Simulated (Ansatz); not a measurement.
`O[SiH2][SiH](O)F` + `O=C1C[SiH2]1` → `O[SiH2][SiH2]F` + `O=C1C[SiH]1O`  (redistribution)

Isolated molecules relaxed with PBE0-D4/def2-TZVP in Ansatz; ΔE leaves out vibrations. CCSD(T)/CBS adds triple-zeta CCSD(T) − MP2 to the extrapolated MP2 energy (def2 sets, frozen cores). This one scheme is used for every species. Functionals use def2-TZVPP. B3LYP here is the variant with VWN-RPA as its local correlation; programs differ in this. Each species was taken in one conformer, which may not be the lowest.

Problem. Is it downhill or uphill in electronic energy at CCSD(T)/CBS, and by how much? (Estimate.)

Solution. The calculation gave: Uphill: ΔE = +23.8 kJ/mol.

Problem. What do these levels give: PBE-D4, ωB97X-V, ωB97M-V, B3LYP, CCSD(T)/def2-TZVPP, MP2/CBS(def2)? (Best estimate.)

Solution. Computed: PBE-D4 22.9, ωB97X-V 23.7, ωB97M-V 24.6, B3LYP 20.5, CCSD(T)/def2-TZVPP 24.7, MP2/CBS(def2) 20.9 kJ/mol.

Largest T1 diagnostic among the species: 0.017.
